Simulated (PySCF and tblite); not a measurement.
Values are calculated unless marked as measured or tabulated.
C₁₁H₁₄, numbered as in [CH3:1][CH:2]([CH3:3])[c:4]1[cH:5][cH:6][c:7]2[c:8]([cH:9]1)[CH2:10][CH2:11]2.

Search: ETKDG and KDG, MMFF94s, GFN2-xTB, 60 starts; geometries at GFN2-xTB. Weights use B3LYP-D3(BJ)/6-31G* energies plus GFN2-xTB zero-point and thermal terms (modes under about 100 cm⁻¹ blended into free rotors). Symmetry numbers and mirror images are counted. Conformers within 2.5 kcal/mol (GFN2-xTB free energy) were kept, 5 at most. Run with PySCF (density fitting) and tblite.

Rotational constants are equilibrium values for the commonest isotopes; dipoles come from the energy level named.

Torsions listed: C1–C2–C4–C5. The 4-ring runs over atoms 7–8–10–11.

| conformer | shape | symmetry | weight % |
| --- | --- | --- | --- |
| 1 | 4-ring flat; -118° | Cs | 56.5 |
| 2 | 4-ring flat; 62° | Cs | 43.5 |

Sets of constants, in random order:

```
set  A (MHz)  B (MHz)  C (MHz)  abs μa (D)  abs μb (D)  abs μc (D)
  P     2484      690      615        0.14        0.17        0.00
  Q     2766      655      602        0.18        0.16        0.00
```

Match each set to its conformer.

P is conformer 1, Q is conformer 2.
